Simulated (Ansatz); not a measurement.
Potential energy curve for MgB (anion, charge -1), lowest triplet found (which spin is the ground state isn't settled by this scan).

Method: Ansatz (a first-principles code) with full CI/aug-cc-pVDZ, frozen core.

**Question.** Relative to R = 2.32 Å, what are the energies at R = 1.64, 1.76, 2.54, 2.67 Å?

**Answer.** 101.3 mEh at 1.64 Å, 57.1 mEh at 1.76 Å, 3.0 mEh at 2.54 Å, 6.2 mEh at 2.67 Å.

The scan ran from 1.64 to 7.61 Å; beyond the distances shown full CI changes its symmetry label. Where the anion isn't bound against loss of the electron, the finite basis alone holds it.
